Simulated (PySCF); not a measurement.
Delta-SCF ions had no search for a lower state. 

H2Br3NSi, SMILES `Br[Si](Br)(Br)N` (charge 0, multiplicity 1)

Method: M06-2X/def2-TZVP // PBE0-D3(BJ)/def2-TZVP (PySCF 2.14.0).

The HOMO is -9.44 eV and the dipole moment is 2.34 D. The HOMO–LUMO gap is 9.50 eV and the LUMO is 0.06 eV. The S1 excitation (TDA) is 6.46 eV, the S1 oscillator strength is 0.001 and the T1 excitation (TDA) is 6.09 eV. The S1–T1 gap (TDA) comes out as 0.37 eV and the vertical ionisation energy (Delta-SCF) is 10.45 eV. The total energy is -219547.24 eV and the cost comes out as around 17 core-minutes (rough).

Bonded distances (Å): N1–Si2 1.686, N1–H6 1.007, N1–H7 1.007, Si2–Br3 2.201, Si2–Br4 2.215, Si2–Br5 2.201. Bond angles (°): Si2–N1–H6 120.5, Si2–N1–H7 120.5, H6–N1–H7 113.0, N1–Si2–Br3 107.8, N1–Si2–Br4 115.4, N1–Si2–Br5 107.8, Br3–Si2–Br4 107.2, Br3–Si2–Br5 111.6, Br4–Si2–Br5 107.2.
